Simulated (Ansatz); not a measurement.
Input and output for CH4AlBO (`[CH3][Al]1[BH][O]1`).

```yaml
crystal:
  periodic: [false, false, false]
  atoms:
    - {symbol: C, position_ang: [-0.851549, 1.280052, -0.430709]}
    - {symbol: Al, position_ang: [-0.025327, -0.472062, -0.276855]}
    - {symbol: B, position_ang: [1.119021, -1.965061, 0.388352]}
    - {symbol: O, position_ang: [1.186756, -0.803407, 1.033534]}
    - {symbol: H, position_ang: [-1.558424, 1.348049, -1.259097]}
    - {symbol: H, position_ang: [-1.381543, 1.520569, 0.496055]}
    - {symbol: H, position_ang: [-0.078287, 2.041239, -0.573149]}
    - {symbol: H, position_ang: [1.681352, -3.006477, 0.565970]}
basis:
  gaussian: {orbitals: def2-TZVPP}
magnetization: {spin_polarized: true, initial_magnetization: 0}
hamiltonian: {xc: {name: r2SCAN}, dispersion: d3bjatm}
output: {forces: true}
```

```sh
$ ansatz run in.yaml --threads 2 --pin off --events-out ev --progress --plain --max-ram 4352MiB
```

Shortened log:

```
Functional definition: r2SCAN
1005 factors; their error is unknown
mean field evaluation 1: about -10407.3277 eV, gradient 5.9e1 eV
mean field evaluation 2: about -10342.2801 eV, gradient 1.2e2 eV
mean field evaluation 4: about -10421.5931 eV, gradient 1.0e1 eV
mean field evaluation 8: about -10422.0196 eV, gradient 9.4e-2 eV
mean field evaluation 16: about -10422.0072 eV, gradient 2.9e-5 eV
mean field -10422.00724742 eV, -383.0017020526 hartree, gradient 2.9e-5 eV, S^2 0.000000; 2 other end points of the search recorded, 0 dependent functions left out
reference -10422.00726335 eV, -383.0017026380 hartree; 18, 18 occupied and 173, 173 virtual orbitals, 1005 factors
Total energy: -10422.03951707 eV, -383.0028879403 hartree
Atom 0 at    -0.851549     1.280052    -0.430709 Å, force     0.002756    -0.002301     0.002067 eV/Å
Atom 1 at    -0.025327    -0.472062    -0.276855 Å, force    -0.086229     0.026638    -0.091972 eV/Å
Atom 2 at     1.119021    -1.965061     0.388352 Å, force     0.038460    -0.237693    -0.068595 eV/Å
Atom 3 at     1.186756    -0.803407     1.033534 Å, force     0.043045     0.156356     0.128056 eV/Å
Atom 4 at    -1.558424     1.348049    -1.259097 Å, force     0.018108     0.019294     0.031544 eV/Å
Atom 5 at    -1.381543     1.520569     0.496055 Å, force     0.006100     0.012546    -0.019692 eV/Å
Atom 6 at    -0.078287     2.041239    -0.573149 Å, force    -0.023744     0.000563     0.004710 eV/Å
Atom 7 at     1.681352    -3.006477     0.565970 Å, force     0.001504     0.024597     0.013881 eV/Å
Dipole moment:    -0.267918     0.258123    -0.199996 e Å
```

Hardware: 2 threads of an Arm Neoverse V1 on a shared host. Wall time 9 s, peak host memory 0.38 GiB.
